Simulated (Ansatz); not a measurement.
GaH3 (SMILES [GaH3]) moved off its minimum; all values from Ansatz (a first-principles code), cores frozen in correlated methods.
(charge 0, multiplicity 1)
```xyz
4

Ga     0.0463     0.0247     0.0301
H      0.5808    -0.4538     1.3510
H     -0.3539     1.5125    -0.2608
H     -0.3827    -1.0985    -1.1029
```

Question: Give the forces (eV/Å), the total energy and the dipole at CCSD(T)/aug-cc-pVTZ.

Answer: 
```
atom      Fx      Fy      Fz
----  ------  ------  ------
Ga1   -1.034  -0.447  -1.548
H2     0.619  -0.340   1.135
H3     0.096   0.288  -0.035
H4     0.319   0.499   0.448
```
Energy -1925.1157 hartree, dipole 0.52 D.
